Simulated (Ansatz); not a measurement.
`[OH][Ta]([OH])([OH])([OH])[Cl]`, relaxed with RKS PBE0-D4/def2-TZVP in the Gaussian-basis code of Ansatz from a PBE-D4/def2-SVP geometry. The force threshold is 0.005 eV/Å; the program also tests the step.

Total charge 0; spin multiplicity 1. Ta: def2 effective core potential.

Start:

```xyz
10

O    -1.902    0.154   -0.186
Ta    0.015    0.093   -0.098
O     0.282    1.491   -1.324
O     0.950   -1.229   -1.130
O     0.927    0.989    1.338
Cl   -0.321   -1.711    1.542
H    -2.444   -0.454    0.351
H     0.443    2.250   -1.902
H     1.045   -2.142   -0.803
H     1.006    0.558    2.209
```

```json
{"step": "1", "energy (eV)": "-22326.5735", "largest force (eV/Å)": "0.712", "largest move (Å)": "0.000"}
{"step": "2", "energy (eV)": "-22326.6208", "largest force (eV/Å)": "0.290", "largest move (Å)": "0.048"}
{"step": "3", "energy (eV)": "-22326.6248", "largest force (eV/Å)": "0.040", "largest move (Å)": "0.008"}
{"step": "4", "energy (eV)": "-22326.6251", "largest force (eV/Å)": "0.037", "largest move (Å)": "0.007"}
{"step": "5", "energy (eV)": "-22326.6253", "largest force (eV/Å)": "0.031", "largest move (Å)": "0.007"}
{"step": "6", "energy (eV)": "-22326.6255", "largest force (eV/Å)": "0.003", "largest move (Å)": "0.022"}
{"step": "7", "energy (eV)": "-22326.6255", "largest force (eV/Å)": "0.018", "largest move (Å)": "0.019"}
{"step": "8", "energy (eV)": "-22326.6255", "largest force (eV/Å)": "0.010", "largest move (Å)": "0.002"}
{"step": "9", "energy (eV)": "-22326.6255", "largest force (eV/Å)": "0.001", "largest move (Å)": "0.004"}
```

End:

```xyz
10

O    -1.880    0.169   -0.178
Ta    0.017    0.092   -0.082
O     0.280    1.472   -1.296
O     0.951   -1.199   -1.118
O     0.916    0.975    1.342
Cl   -0.329   -1.727    1.522
H    -2.432   -0.424    0.338
H     0.419    2.183   -1.916
H     1.050   -2.106   -0.818
H     1.006    0.567    2.206
```

Run time 50 s (4 threads of an Arm Neoverse V2 on a shared host); peak host memory 0.69 GiB.
